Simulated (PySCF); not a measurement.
Species: [Sc(Br)3] (charge 0, multiplicity 1).

### Question
Predict the charge on the central atom (meta-Löwdin), HOMO and HOMO–LUMO gap from TPSSh-D3(BJ)/def2-TZVP // PBE-D3(BJ)/def2-SVP (PySCF 2.14.0).

### Answer

```json
{
  "charge on the central atom (meta-Löwdin)": "1.21 e",
  "HOMO": "-7.93 eV",
  "HOMO–LUMO gap": "4.20 eV"
}
```
